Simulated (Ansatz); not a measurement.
`[F][Ti]([F])([F])[Cl]` + `[CH3][GeH]([F])[SH]` → `[F][Ti]([F])([F])[SH]` + `[CH3][GeH]([F])[Cl]`  (redistribution)

Calculated with Ansatz (gas phase, PBE0-D4/def2-TZVP geometries, no zero-point term in ΔE). CCSD(T)/CBS adds triple-zeta CCSD(T) − MP2 to the extrapolated MP2 energy (def2 sets, frozen cores). Functionals use def2-TZVPP. HSE06 is defined as in plane-wave codes. For Ge, Ti outer-core shells are correlated without core-valence functions, which leaves a few kJ/mol of doubt a bond. Scalar relativity is left out up to krypton. One conformer a species, not always the lowest.

Task: Is it downhill or uphill in electronic energy at CCSD(T)/CBS, and by how much? (Estimate.)

Result: The calculation gave: Uphill: ΔE = +27.9 kJ/mol.

Task: What do these levels give: B97M-V, r2SCANh-D4, HSE06-D4, CCSD/def2-SVP, SCS-MP2/def2-TZVPP, CCSD/def2-TZVPP? (Best estimate.)

Result: Computed: B97M-V 27.3, r2SCANh-D4 28.3, HSE06-D4 27.9, CCSD/def2-SVP 27.9, SCS-MP2/def2-TZVPP 27.2, CCSD/def2-TZVPP 28.3 kJ/mol.

Largest T1 diagnostic among the species: 0.025, so the coupled-cluster value is less sure than usual.

Leaving LDA and LC-ωPBE aside and taking each functional with its dispersion term where it has one, the values, not all of them listed here, spread over 2.0 kJ/mol, from B2PLYP to ωB97X-V.
